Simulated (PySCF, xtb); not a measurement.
C4H5ClSi, SMILES [SiH2](/C=C\C#C)Cl.

GFN2-xTB (xtb 6.7.1) at its own geometry gives an orbital gap of 3.66 eV and a dipole moment of 2.28 D.

Coordinates come from a TPSSh-D3(BJ)/def2-SVP optimisation. The structure was generated by enumeration; whether it is a known compound was not checked. Other conformers were not sampled.

Problem. What does PBE/def2-TZVP (PySCF) give? (Estimate from the structure and the level; the computed values follow.)

Solution. gap 3.84 eV (levels -6.49 and -2.65 eV), dipole 1.89 D.
